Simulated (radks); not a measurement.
Q: Spherical quantum dot in the effective-mass picture: electrons in a well V = -V0 / (1 + exp((r - R)/a)) with V0 = 5.03, R = 8.42, a = 0.69, all in effective atomic units (hartree* = m*/eps^2 hartree, bohr* = eps/m* bohr), one dielectric constant everywhere. Calculated with a radial shooting solver with Libxc functionals: non-relativistic Kohn-Sham, PBE, spin-polarised, spherical densities. Levels are named by radial order and angular momentum (1s, 1p, 1d, 2s, ...), and open shells are averaged over m. At N = 7 the configuration is 1s2 1p(up 3, down 2). Does electron 8 go into 1d up or 1p down or 1d down?

A: Into 1p down. The total energies of the other choices lie higher by 0.0778 hartree* (1d up), 0.0877 hartree* (1d down).
